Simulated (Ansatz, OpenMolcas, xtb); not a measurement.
**AsF3 (arsenic trifluoride): methods side by side**

The species is AsF3 (4 atoms), meant as a singlet with charge 0. SMILES: `F[As](F)F`. Geometry: relaxed at PBE0-D4/def2-TZVP.

```xyz
4

F    -0.4459    0.3956    1.3626
As   -0.4620   -0.4572   -0.1256
F     1.2040   -0.8659   -0.1127
F    -0.2962    0.9276   -1.1243
```

Each level gives the energy change with the F1–As2 bond stretched from 1.715 to 1.973 Å (eV). The values are calculated.

```csv
level,kind,program,value (eV),less CCSD(T)/cc-pVDZ,CPU time (all runs)
GFN0-xTB,semi-empirical,xtb,0.20,-0.31,under 2 s
HF/cc-pVDZ (restricted),Hartree–Fock,OpenMolcas,0.75,+0.24,8.2 s
SVWN5/cc-pVDZ (restricted),LDA,Ansatz,0.51,0.00,4.7 s
revPBE/cc-pVDZ (restricted),GGA,Ansatz,0.28,-0.23,7.1 s
M06-L/cc-pVDZ (restricted),meta-GGA,OpenMolcas,0.39,-0.12,36 s
B3LYP/cc-pVDZ (restricted),global hybrid,OpenMolcas,0.43,-0.08,25 s
wB97X/cc-pVDZ (restricted),range-separated hybrid,Ansatz,0.53,+0.02,28 s
B2PLYP/cc-pVDZ (restricted),double hybrid,OpenMolcas,0.48,-0.03,19 s
RPA@PBE/cc-pVDZ (restricted),RPA,Ansatz,0.40,-0.11,11 s
CCSD(T)/cc-pVDZ (restricted),coupled cluster or CI,OpenMolcas,0.51,0.00,71 s
```

CCSD(T)/cc-pVDZ (restricted) is the highest level here, not the true value. All-electron rows without a relativistic Hamiltonian named are non-relativistic. The first shape isn't each level's own minimum. The values span 0.20 to 0.75 eV. In the correlated wave-function rows the outer d shell of As is correlated, in sets not made for it. Times are those of the runs behind each value, whatever else they computed, on shared processors of several kinds: orders of magnitude only.
